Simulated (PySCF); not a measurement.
Si(SiH3)Cl3.
SMILES: `[SiH3][Si](Cl)(Cl)Cl`

The closed-shell ground state was solved at several levels (PySCF, density fitting, gas phase, non-relativistic). Isolated species at its PBE0-D3(BJ)/def2-SVP geometry, gas phase.

```json
{"level": "B3LYP/def2-SVPD", "basis functions": "153", "HOMO (eV)": "-8.51", "LUMO (eV)": "-0.93", "gap (eV)": "7.58", "dipole (D)": "1.76"}
{"level": "PBE0/pcSseg-1", "basis functions": "135", "HOMO (eV)": "-8.83", "LUMO (eV)": "-0.61", "gap (eV)": "8.22", "dipole (D)": "1.98"}
```

Task: Estimate the row for KT2/pcSseg-1, a basis of 135 functions; the other rows only guide the guess.

Result: HOMO -7.69 eV, LUMO -1.59 eV, gap 6.10 eV, dipole 1.87 D.

Task: Over all these levels, which gives the widest orbital gap and which the narrowest?

Result: PBE0/pcSseg-1 (global hybrid, 25 % exact exchange) has the widest, 8.22 eV, and KT2/pcSseg-1 (GGA) the narrowest, 6.10 eV. The two share the basis. From the narrowest to the widest the HOMO moves by -1.14 eV and the LUMO by +0.98 eV.

Task: How far do the dipole and the HOMO energy spread over the levels?

Result: The dipole runs from 1.76 to 1.98 D (mean 1.87 D) and the HOMO from -8.83 to -7.69 eV.
